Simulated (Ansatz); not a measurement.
A nudged elastic band was laid between two geometries of C3H8Cl2Si (14 atoms, charge 0, multiplicity 1).

These are results of RKS r2SCANh-D4/STO-3G (Ansatz 0.2.0), not measurements.

```
movable images  : 9
climbing image  : yes
spring          : 5.0 eV/Å²
optimiser       : quadratic models (default)
start path      : through a guess of the saddle point
force threshold : 0.05 eV/Å
iteration limit : 41
end points      : relaxed
```

Initial state:

```xyz
14
Properties=species:S:1:pos:R:3
C -1.300 -0.347 1.861
Si 0.064 -0.760 0.664
C 0.130 0.563 -0.713
C 1.232 0.352 -1.780
Cl -1.510 0.603 -1.594
Cl 0.416 2.229 0.073
H -1.358 -1.094 2.657
H -2.267 -0.317 1.351
H -1.130 0.629 2.321
H 1.365 -0.753 1.288
H -0.154 -2.022 -0.001
H 1.078 -0.615 -2.277
H 1.206 1.151 -2.531
H 2.216 0.352 -1.290
```

Final state:

```xyz
14
Properties=species:S:1:pos:R:3
C -1.288 -0.334 1.870
Si 0.134 -0.696 0.724
C 0.089 0.520 -0.748
C 1.212 0.334 -1.799
Cl -1.543 0.337 -1.627
Cl 0.211 2.260 -0.092
H -1.274 -1.006 2.732
H -2.243 -0.461 1.355
H -1.236 0.693 2.239
H 1.415 -0.508 1.363
H 0.058 -2.020 0.156
H 1.113 1.068 -2.608
H 2.189 0.463 -1.315
H 1.150 -0.678 -2.222
```

(1) Which bonds break or form, and what moves?

(2) Give the energies along the band, and the barrier.

(3) What is the geometry of the highest image?

(4) What are the harmonic wavenumbers there?

## Answers

(1) No bond is made or broken. The dihedral Cl5–C3–C4–H12 goes from -62 to 58°. The two ends are copies of one structure, up to a mirror image or an exchange of like atoms.

(2) The forces met the threshold. The highest image is number 5 of 0 to 10, 0.171 eV above the ends, which have the same energy within 2 meV. A vibrational analysis at the climbing image gives one clearly imaginary mode, 252i cm⁻¹: a first-order saddle point. Limits of this set-up: minimal basis.

| image | path coordinate (Å) | energy (eV) | dihedral Cl5–C3–C4–H12 (°) |
| --- | --- | --- | --- |
| 0 | 0.00 | 0.000 | -62 |
| 1 | 0.36 | 0.014 | -51 |
| 2 | 0.71 | 0.056 | -39 |
| 3 | 1.07 | 0.110 | -27 |
| 4 | 1.42 | 0.154 | -14 |
| 5 | 1.78 | 0.171 | -1 |
| 6 | 2.15 | 0.152 | 12 |
| 7 | 2.52 | 0.104 | 25 |
| 8 | 2.90 | 0.048 | 38 |
| 9 | 3.27 | 0.009 | 50 |
| 10 | 3.64 | 0.000 | 58 |

(3) 
```xyz
14
Properties=species:S:1:pos:R:3
C -1.294 -0.334 1.872
Si 0.095 -0.722 0.697
C 0.099 0.535 -0.741
C 1.243 0.342 -1.793
Cl -1.545 0.418 -1.615
Cl 0.235 2.247 -0.015
H -1.325 -1.057 2.692
H -2.258 -0.364 1.357
H -1.172 0.663 2.303
H 1.391 -0.616 1.325
H -0.046 -2.024 0.090
H 0.820 0.160 -2.787
H 1.873 1.238 -1.838
H 1.871 -0.515 -1.516
```

(4) 252i, 70, 123, 134, 182, 240, 311, 348, 352, 531, 583, 729, 798, 851, 890, 902, 1046, 1054, 1110, 1154, 1184, 1231, 1533, 1567, 1680, 1687, 1710, 1717, 2692, 2733, 3361, 3368, 3534, 3544, 3547, 3550 cm⁻¹.

Time of the run: 2.9 min on 1 thread of AMD EPYC 9R45 96-Core Processor (Zen 5), on a shared host, peak memory 0.19 GiB.
